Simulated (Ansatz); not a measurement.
Cost and result for the atomization energy of CH$_{8}$AlB$_{2}$N (13 atoms, 13 bonds).

```xyz
13

B    -0.964   -1.659    1.482
N    -0.333   -1.266    0.303
C    -0.409   -0.009   -0.316
B     0.209    0.354   -1.589
Al    1.023    1.708   -0.109
H    -0.824   -2.783    1.860
H    -1.622   -0.852    2.072
H     0.218   -1.938   -0.213
H    -1.114    0.644    0.205
H     0.145    1.567   -1.872
H     0.915   -0.328   -2.266
H     0.152    2.833    0.580
H     2.605    1.728   -0.137
```

Charge 0, multiplicity 1. The bonds changed during the relaxation, so this is another structure than the one it started from. The geometry is a stationary point of PBE0-D4/def2-TZVP. It is one conformer, not always the lowest. Program: Ansatz. All runs use 4 threads of an Arm Neoverse V1 on a shared host. Times are those of one run each, without the atoms' runs, and a repeat can differ threefold. Electronic energies, without spin–orbit coupling; frozen cores. CCSD(T)/CBS adds CCSD(T) − MP2 in def2-TZVPP to the MP2 limit, and its time is that of the two runs behind it. T1 = 0.013. B3LYP takes the VWN-RPA correlation (the form of Gaussian; ORCA's B3LYP/G).

CCSD(T)/CBS is a level of theory with its own doubt, some kJ/mol a heavy atom from the limit and from the frozen cores, so smaller differences don't rank the functionals.

| level | functions | wall time |
| --- | --- | --- |
| PBE-D4/def2-TZVPP (with forces) | 278 | 3.2 s |
| PBE0-D4/def2-TZVPP | 278 | 3.5 s |
| r2SCAN-D4/def2-TZVPP (with forces) | 278 | 6 s |
| B3LYP-D4/def2-TZVPP (with forces) | 278 | 6 s |
| B2PLYP/def2-TZVPP | 278 | 6.5 s |
| ωB97X-V/def2-TZVPP | 278 | 9.5 s |
| ωB97M-V/def2-TZVPP (with forces) | 278 | 14 s |
| MP2/def2-QZVPP | 538 | 32 s |
| CCSD(T)/def2-TZVPP | 278 | 3.1 min |
| CCSD(T)/CBS(def2) | – | 3.6 min |

Problem. What atomization energy does each give, and how far from CCSD(T)/CBS? (Best estimate.)

Solution. Computed: 
```
                             level  atomization (kJ/mol)  difference from CCSD(T)/CBS  per bond
   PBE-D4/def2-TZVPP (with forces)                4562.2                         93.4       7.2
                PBE0-D4/def2-TZVPP                4505.0                         36.2       2.8
r2SCAN-D4/def2-TZVPP (with forces)                4517.8                         49.0       3.8
 B3LYP-D4/def2-TZVPP (with forces)                4514.0                         45.2       3.5
                 B2PLYP/def2-TZVPP                4451.5                        -17.3      -1.3
                ωB97X-V/def2-TZVPP                4500.8                         32.0       2.5
  ωB97M-V/def2-TZVPP (with forces)                4512.8                         44.0       3.4
                    MP2/def2-QZVPP                4473.2                          4.4       0.3
                CCSD(T)/def2-TZVPP                4364.6                       -104.2      -8.0
                 CCSD(T)/CBS(def2)                4468.8                          0.0       0.0
```

The D4 term adds +39.9 kJ/mol with B3LYP and +21.0 kJ/mol with PBE0; it sums over pairs of atoms, weighted by their polarisabilities, and B3LYP, whose exchange is more repulsive, gets the larger term. In def2-TZVPP, CCSD(T) changes the Hartree–Fock value by +1004.7 kJ/mol (the triples alone add +59.4 kJ/mol) and MP2 by +1051.2 kJ/mol; breaking electron pairs costs correlation energy, which Hartree–Fock lacks. From PBE to PBE0 (25 % exact exchange), in def2-TZVPP and without D4, the atomization energy moves by −53.4 kJ/mol: exact exchange takes away binding that semilocal exchange gives to molecules.
